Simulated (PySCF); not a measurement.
CH6ClGeN, SMILES [Cl][Ge@@H]([NH2])[CH3]. Coordinates come from a ωB97X-D3(BJ)/def2-SVP optimisation. The structure was generated by enumeration; whether it is a known compound was not checked. One conformer was computed; it need not be the lowest.

### Question
Give the equilibrium geometry at ωB97X-D3(BJ)/def2-SVP (PySCF confirms it by a frequency run) as Cartesian coordinates in Å. (An estimate is asked for; the answer gives what the named calculation found.)

### Answer
This is not unique; one that fits is 
```xyz
10

C     -1.4852    -1.2838    -0.0245
Ge     0.0204    -0.1406    -0.4249
N      1.5662    -1.0779    -0.2315
Cl    -0.0876     1.5230     0.9877
H     -1.5156    -2.1318    -0.7249
H     -1.3948    -1.6700     1.0018
H     -2.4235    -0.7158    -0.1001
H      0.0180     0.4960    -1.8174
H      1.6804    -1.5516     0.6614
H      2.4209    -0.5708    -0.4473
```
